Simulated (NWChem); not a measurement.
Species: dimethyl selenide (C2H6Se); SMILES C[Se]C

```xyz
9

C      1.4564     0.0000     0.8179
Se     0.0000     0.0000    -0.4648
C     -1.4564     0.0000     0.8179
H      1.4246    -0.9007     1.4470
H      2.3925     0.0000     0.2429
H      1.4246     0.9007     1.4470
H     -1.4246    -0.9007     1.4470
H     -2.3925     0.0000     0.2429
H     -1.4246     0.9007     1.4470
```
Atoms are numbered in this order, from 1.

Level: PBE0/def2-SVP (NWChem), optimised geometry, unscaled harmonic frequencies. This build's default masses of Se (78.918 u) and Br (79.917 u) are each other's, which moves their modes by up to 0.6 %.

```tsv
frequency (cm⁻¹)	IR intensity (km/mol)
154	0.5
159	0.0
217	0.0
617	0.2
631	1.7
854	0.9
892	0.0
924	12.8
976	21.9
1286	5.3
1309	1.3
1431	0.0
1439	18.0
1444	20.0
1452	0.8
3063	18.5
3067	18.4
3177	9.3
3183	0.0
3190	3.9
3191	0.1
```

```json
{
  "zero_point_energy": "46.7 kcal/mol",
  "thermal correction to the enthalpy at 298.15 K (with zero-point energy)": "50.5 kcal/mol",
  "heat capacity Cv": "16.1 cal/(mol K)",
  "entropy at 298.15 K and 1 atm (symmetry number 2)": "71.5 cal/(mol K)",
  "dipole_moment": "1.45 D"
}
```

Rigid rotor and harmonic oscillator.
